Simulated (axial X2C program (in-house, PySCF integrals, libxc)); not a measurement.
CoSb: cheaper levels and CCSD(T), with spin–orbit coupling

All values were computed with an in-house all-electron X2C program for linear molecules (integrals from PySCF). Two-component (2c) means X2C with spin–orbit coupling and atomic mean-field two-electron Coulomb and Gaunt terms. Basis: Sb dyall-cv3z [11s12p8d4f1g], Co dyall-cv3z [9s10p6d3f2g] (cores contracted in-house); Gaussian nuclei, density fitting, unrestricted open shells. Masses: Sb 120.904 u, Co 58.933 u.

State: Ω = 4 (⟨Sz⟩ = 1.98, ⟨Lz⟩ = 2.02 at HF); fragments Sb + Co.

```tsv
level	Re (Å)	ωe (cm⁻¹)
PBE0	2.425	244.3
HF	2.624	192.1
MP2	2.435	232.7
CCSD	2.459	224.6
BHandHLYP	2.489	219.1
```

Correlated methods: 14 electrons correlated (number of frozen shells: Sb 4 s, 3 p, 2 d; Co 3 s, 2 p), 310 virtual spin orbitals or spinors in MP2, 90 natural virtuals in coupled cluster.

CCSD(T), same Hamiltonian and basis:

Re = 2.427 Å, ωe = 239.0 cm⁻¹; T1 = 0.045 (Lee–Taylor normalisation).

**Question.** Give the differences from CCSD(T) in the columns below.

**Answer.** 

```
    level  ΔRe (Å)  Δωe (cm⁻¹)
     PBE0   -0.002         5.3
       HF    0.197       -46.9
      MP2    0.008        -6.3
     CCSD    0.032       -14.4
BHandHLYP    0.062       -19.9
```

The state is one determinant whose occupation by symmetry is held fixed; it was picked as the lowest of a PBE0 search that is not exhaustive. De is not given where an atomic determinant may have missed its ground term or J level, or where the truncated virtual space spoils (T). Density functionals use the spin component along the axis (collinear). CCSD and (T) use frozen natural virtuals with an MP2 correction for the truncation; (T) itself is uncorrected, so its De runs slightly low. PBE0 can misorder states that lie within some tenths of an eV, so this need not be the ground state of the molecule. The nearest other 2c determinant of the search, Ω = 3, lies 0.17 eV up at the distance of the search. The functionals have no current-density term, which raises determinants with orbital currents, atoms included. With several unpaired electrons one determinant need not be a pure state. Open-shell Ω = 0 determinants with evenly filled partner blocks cannot be reached by this program, so the Ω shown need not be the lowest component. Some points did not converge and are left out. The T1 diagnostic is large, a sign of multireference character. The stretched end of a curve changes character and is left out. With the outer-core shells frozen, correlated bond lengths of heavy atoms tend to come out a few hundredths of an ångström too long.
